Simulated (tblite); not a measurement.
C8H17P.
Numbering: `[CH3:1][CH2:2][C@@H:3]1[CH2:4][P:5]1[CH2:6][CH:7]([CH3:8])[CH3:9]` (hydrogens: H10, H11, H12 on C1; H13, H14 on C2; H15 on C3; H16, H17 on C4; H18, H19 on C6; H20 on C7; H21, H22, H23 on C8; H24, H25, H26 on C9)

Structure used (GFN2-xTB), in Å, numbered top down from 1:
```xyz
26
C8H17P angstrom
C      3.7728    0.7818   -0.1113
C      2.5604    0.4888   -0.9918
C      1.4381   -0.1205   -0.1849
C      1.5082   -1.5853    0.1545
P      0.1644   -1.1628   -1.0373
C     -1.2548   -0.9952    0.1722
C     -2.3935   -0.1378   -0.3829
C     -3.5744   -0.1431    0.5861
C     -1.9194    1.2880   -0.6442
H      3.5119    1.4889    0.6737
H      4.5804    1.2070   -0.7027
H      4.1312   -0.1323    0.3570
H      2.8446   -0.2003   -1.7906
H      2.2168    1.4154   -1.4584
H      1.0693    0.5343    0.5999
H      1.2267   -1.9022    1.1504
H      2.3438   -2.1397   -0.2531
H     -1.6259   -2.0077    0.3626
H     -0.8967   -0.5813    1.1186
H     -2.7175   -0.5732   -1.3355
H     -4.3951    0.4500    0.1891
H     -3.2792    0.2787    1.5454
H     -3.9334   -1.1564    0.7530
H     -1.0865    1.2831   -1.3461
H     -2.7226    1.8870   -1.0673
H     -1.5906    1.7575    0.2812
```

Computed with GFN2-xTB (tblite): harmonic, unscaled wavenumbers at the GFN2-xTB geometry, gas phase. Errors from tens to a few hundred cm⁻¹ against measured bands are possible. One conformer, not necessarily the lowest.

Harmonic wavenumbers (cm⁻¹): 40.9, 52.8, 91.7, 117.6, 157.6, 194.8, 212.8, 231.0, 246.1, 254.9, 326.3, 350.0, 397.3, 428.8, 439.9, 683.6, 716.9, 734.1, 816.0, 817.5, 832.9, 875.4, 882.9, 944.1, 947.9, 982.8, 986.3, 1000.5, 1009.2, 1039.3, 1056.9, 1089.2, 1133.1, 1153.1, 1179.8, 1185.3, 1213.4, 1231.4, 1242.1, 1300.9, 1322.2, 1334.4, 1347.8, 1405.8, 1411.2, 1416.3, 1419.5, 1443.7, 1489.0, 1492.8, 1497.9, 1501.5, 1505.0, 1505.7, 1507.3, 2920.7, 2931.8, 2941.0, 2960.6, 2975.9, 2991.8, 3012.6, 3020.0, 3024.3, 3027.6, 3028.6, 3033.0, 3034.1, 3036.9, 3037.5, 3041.0, 3056.2.

A = 2714, B = 643.8, C = 584.7 MHz; mass 144.107 u (most abundant isotopes); point group C1, symmetry number 1.

Problem. What is the zero-point energy?

Solution. ½Σν̃ = 50635 cm⁻¹ = 144.77 kcal/mol.

Problem. Give the ideal-gas entropy at 400 K and 1 bar in the rigid-rotor, harmonic-oscillator model (classical rotation).

Solution. Translation 42.29, rotation 31.01, vibration 50.10: S = 123.4 cal/(mol K).

Problem. And Cp and H(400 K) − H(0)?

Solution. Cp = 59.38 cal/(mol K), of which vibrations give 51.43 (their classical limit is 72 R = 143.1); H(400 K) − H(0) = 13.51 kcal/mol without the zero-point energy, 10.33 from vibrations.

Problem. Which modes carry the vibrational entropy at 400 K?

Solution. 40.9 cm⁻¹: 5.80; 52.8 cm⁻¹: 5.29; 91.7 cm⁻¹: 4.20; 117.6 cm⁻¹: 3.71; 157.6 cm⁻¹: 3.14; 194.8 cm⁻¹: 2.73 cal/(mol K); the other 66 give 25.23 together.

Problem. Blend soft modes into free rotors: weight 1/[1 + (100 cm⁻¹/ν̃)⁴] for the oscillator and the rest for a rotor with moment μB/(μ + B), μ = h/(8π²ν), B = 10⁻⁴⁴ kg m². What vibrational entropy results?

Solution. 46.09 cal/(mol K) in place of 50.10, which changes −T·S at 400 K by +1.61 kcal/mol.

Problem. How do the functions run with temperature in this model?

Solution. 
```tsv
T (K)	S (cal/(mol K))	Cp (cal/(mol K))	H − H(0) (kcal/mol)	G − H(0) (kcal/mol)	ln q(vib)
150	83.5	28.1	2.71	-9.82	3.98
250	100.5	39.6	6.08	-19.04	7.33
298.15	108.0	45.9	8.14	-24.07	8.91
600	151.9	81.5	27.71	-63.43	18.69
900	189.4	103.5	55.71	-114.79	28.05
```

q(vib) and H(0) count from the zero-point level.

Problem. What must be added to the electronic energy to get the Gibbs energy at 400 K and 1 bar?

Solution. ZPE + [H(400 K) − H(0)] − T·S = 144.77 + 13.51 − 49.36 = 108.92 kcal/mol.

Hindered rotation and anharmonicity are outside this model. Other conformers, if any are populated, would add a mixing term that is left out. The structure is chiral; the term R ln 2 for an equal mix with its mirror image is left out.
